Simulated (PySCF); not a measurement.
C7H15, SMILES C(CC)CC[CH]C, multiplicity 2.

Geometry optimised at B3LYP-D3(BJ)/def2-SVP. The isomer is the one that the SMILES or the coordinates give; other isomers of the formula were not compared. One conformer was computed; it need not be the lowest.

Calculation: PySCF with CAM-B3LYP/def2-SVP.

The molecule is in vacuum.

The total energy comes out as -275.35157 hartree, the α spin, highest occupied and lowest empty level comes out as -6.64 and 2.70 eV and the β spin, highest occupied and lowest empty level is -10.26 and 0.47 eV. The dipole moment is 0.31 D, the quadrupole, principal values (traceless, Buckingham form, about the centre of nuclear charge) comes out as -2.26, 0.44, 1.82 D·Å and the mean static polarisability is 78.0 bohr³ (11.55 Å³). The polarisability, principal values comes out as 68.5, 71.7, 93.7 bohr³. The ⟨S²⟩ is 0.754 (pure state 0.75).
